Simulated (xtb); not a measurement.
FGa, charge +1, doublet, from a rough starting geometry (GFN-xTB shapes and energies of metal compounds can be far from the true ones) (a state made from the parent by changing its charge; the spin is typed, not shown lowest); GFN2-xTB run with xtb.

Input for xtb:
```
$ xtb mol.xyz --gfn 2 --chrg 1 --uhf 1 --opt vtight --json

# file mol.xyz
2

Ga    -0.55783220    -0.45326695    -0.65812658
F      0.47351573     0.42622005     0.63946246
```

Question: Predict the main parts of the log of this xtb run.

Answer: 
```
   ID    Z sym.   atoms
    1   31 Ga     1
    2    9 F      2

           -------------------------------------------------
          |                Calculation Setup                |
           -------------------------------------------------

           -------------------------------------------------
          |                 G F N 2 - x T B                 |
           -------------------------------------------------

          ...................................................
          :                      SETUP                      :
          :.................................................:
          :  # basis functions                  14          :
          :  # atomic orbitals                  13          :
          :  # shells                            5          :
          :  # electrons                         9          :
          :  max. iterations                   250          :
          :  Hamiltonian                  GFN2-xTB          :
          :  restarted?                      false          :
          :  GBSA solvation                  false          :
          :  PC potential                    false          :
          :  electronic temp.          300.0000000     K    :
          :  accuracy                    1.0000000          :
          :  -> integral cutoff          0.2500000E+02      :
          :  -> integral neglect         0.1000000E-07      :
          :  -> SCF convergence          0.1000000E-05 Eh   :
          :  -> wf. convergence          0.1000000E-03 e    :
          :  Broyden damping             0.4000000          :
          :  net charge                          1          :
          :  unpaired electrons                  1          :
          ...................................................

 iter      E             dE          RMSdq      gap      omega  full diag
   1     -5.4163786 -0.541638E+01  0.131E+01    9.75       0.0  T
   2     -5.4216330 -0.525442E-02  0.812E+00    9.73       1.0  T
   3     -5.4107339  0.108992E-01  0.717E+00    8.11       1.0  T
   4     -5.4470693 -0.363354E-01  0.123E+00    7.74       1.0  T
   5     -5.4480323 -0.963008E-03  0.719E-01    8.34       1.0  T
   6     -5.4493660 -0.133368E-02  0.215E-01    8.24       1.0  T
   7     -5.4494501 -0.841491E-04  0.105E-01    8.24       1.0  T
   8     -5.4494784 -0.282154E-04  0.356E-02    8.25       2.0  T
   9     -5.4494803 -0.195756E-05  0.445E-03    8.25      15.9  T
[...]
         :: total energy              -5.448460778311 Eh    ::
 * total energy  :    -5.4484608 Eh     change       -0.8881784E-13 Eh
 * total energy  :    -5.4484672 Eh     change       -0.6378698E-05 Eh
 * total energy  :    -5.4484764 Eh     change       -0.9279011E-05 Eh
 * total energy  :    -5.4484809 Eh     change       -0.4447013E-05 Eh
 * total energy  :    -5.4484809 Eh     change       -0.4883714E-08 Eh
   *** GEOMETRY OPTIMIZATION CONVERGED AFTER 5 ITERATIONS ***
         :: total energy              -5.448480887916 Eh    ::
[...]
         7                         -0.4683831             -12.7454
         8                         -0.3959816             -10.7752
         9                         -0.3097147              -8.4278
        10                         -0.3097147              -8.4278
        11                         -0.2589532              -7.0465
        12                         -0.2589532              -7.0465
        13                          0.2928628               7.9692
      -------------------------------------------------------------
                  HL-Gap            0.3043010 Eh            8.2805 eV
             Fermi-level           -0.7054853 Eh          -19.1972 eV

     #   Z          covCN         q      C6AA      α(0)
     1  31 Ga       0.686     0.987   304.558    44.622
     2   9 F        0.686     0.013     9.266     3.594

 Mol. C6AA /au·bohr⁶  :        397.052432
 Mol. C8AA /au·bohr⁸  :      38046.732645
 Mol. α(0) /au        :         48.216184

Wiberg/Mayer (AO) data.
largest (>0.10) Wiberg bond orders for each atom

 ---------------------------------------------------------------------------
     #   Z sym  total        # sym  WBO       # sym  WBO       # sym  WBO
 ---------------------------------------------------------------------------
     1  31 Ga   1.194 --     2 F    1.194
     2   9 F    1.194 --     1 Ga   1.194
 ---------------------------------------------------------------------------

Topologies differ in total number of bonds
Writing topology from bond orders to xtbtopo.mol

molecular dipole:
                 x           y           z       tot (Debye)
 q only:       -1.021      -0.829      -1.202
   full:       -1.329      -1.091      -1.590       5.953
molecular quadrupole (traceless):
                xx          xy          yy          xz          yz          zz
 q only:       -0.031       1.331      -0.585       1.933       1.572       0.616
  q+dip:       -0.075       2.035      -0.895       2.963       2.425       0.970
   full:        0.007       1.355      -0.595       1.960       1.570       0.587

optimized geometry written to: xtbopt.xyz

           -------------------------------------------------
          | TOTAL ENERGY               -5.448480887916 Eh   |
          | GRADIENT NORM               0.000000179003 Eh/α |
          | HOMO-LUMO GAP               8.280451161234 eV   |
           -------------------------------------------------

normal termination of xtb
```
